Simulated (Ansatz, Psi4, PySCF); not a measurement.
C₄H₉BO₂ (SMILES C=CCOB(C)O), singlet, at a GFN2-xTB geometry. Base run: REVPBE/STO-3G (PySCF).

Geometry (Å):
```xyz
16

C      2.7434     0.2255     0.3490
C      1.6814     0.6289    -0.3243
C      0.8005    -0.2706    -1.1424
O     -0.5784    -0.0219    -0.9461
B     -1.2081    -0.1367     0.2559
C     -2.7758     0.1352     0.2773
O     -0.5885    -0.4743     1.4124
H      3.0563    -0.8069     0.3534
H      3.3567     0.9106     0.9085
H      1.3775     1.6670    -0.3193
H      1.0298    -1.3253    -0.9347
H      0.9849    -0.0824    -2.2082
H     -3.1272     0.5190    -0.6746
H     -3.3199    -0.7806     0.4922
H     -3.0377     0.8469     1.0547
H      0.3591    -0.6097     1.3602
```
Charge 0, spin multiplicity 1.
All else is at PySCF's defaults.

The same geometry, method and basis name were run in Ansatz (a quantum-chemistry and plane-wave program) and Psi4 and PySCF, at each program's defaults and at the settings that a row names. The base is PySCF at its defaults. Differences at the defaults can come from grids, fitting, cores and function types together.

```csv
code and settings,ΔE vs base (µEh),basis functions,E (Eh),SCF cycles,dipole (D)
"PySCF, defaults (exact integrals, its default grid, spherical functions)",0.0,44,-328.83689,10,2.61
"Psi4, defaults (density fitting with its default set, its default grid, spherical functions)",-2343,44,-328.83923,9,2.61
"Ansatz, defaults (factorised integrals, its default grid, spherical functions)",-10.5,44,-328.83690,-,-
"PySCF, density fitting with def2-universal-jkfit",-2329,44,-328.83922,10,2.61
"PySCF, fine grid",-6.0,44,-328.83689,10,2.61
"Psi4, exact integrals, spherical functions, fine grid",-5.8,44,-328.83689,12,2.61
"Ansatz, high accuracy",-5.7,44,-328.83689,-,-
```
